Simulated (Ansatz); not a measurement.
Stretching the Si1–I2 bond in H3ISi (SMILES [SiH3]I) (multiplicity 1 held, fragments rigid). Energies count from the point at 2.459 Å.
Geometry at that point (charge 0, multiplicity 1):
| atom | x (Å) | y (Å) | z (Å) |
|---|---|---|---|
| Si | -1.8413 | 0.0490 | 0.0181 |
| I | 0.6169 | -0.0164 | -0.0060 |
| H | -2.2729 | 1.4257 | -0.2930 |
| H | -2.3038 | -0.3479 | 1.3622 |
| H | -2.3415 | -0.8938 | -1.0014 |

R- and RO- levels are restricted; in cc, def2 and unpolarised 6-31G sets they are followed outwards from rest. Active spaces are followed from a long bond inwards. Levels need not reach the same state.

Frozen-core correlation. Filled d and f shells under p-block atoms count as core.

Programs: Ansatz (a first-principles code) with Gaussian orbitals.  In def2 rows elements past Kr take small-core potentials, without spin–orbit coupling.

Energies in eV.

```csv
R (Å),R-PBE/def2-TZVPP,R-wB97X-V/def2-TZVPP,"CASSCF(6,4)/def2-TZVPP","FIC-MRCISD+Q on CASSCF(6,4)/def2-TZVPP"
1.967,2.74,2.68,3.06,2.87
2.213,0.47,0.42,0.58,0.49
2.459,0.00,0.00,0.00,0.00
2.705,0.25,0.33,0.21,0.28
2.951,0.76,0.94,0.69,0.83
3.320,1.59,1.95,1.50,1.70
3.689,2.29,2.85,2.15,2.41
4.304,3.10,3.99,2.72,3.07
4.918,3.54,4.75,2.89,3.27
5.656,3.80,5.32,2.93,3.32
6.640,3.93,5.75,2.93,3.33
7.869,3.98,6.04,2.94,3.33
```

Doubts at one or more of the structures used: a restricted determinant that unrestricted orbitals would lower (R-PBE/def2-TZVPP, R-wB97X-V/def2-TZVPP); active orbitals that take no part (CASSCF(6,4)/def2-TZVPP, FIC-MRCISD+Q on CASSCF(6,4)/def2-TZVPP).
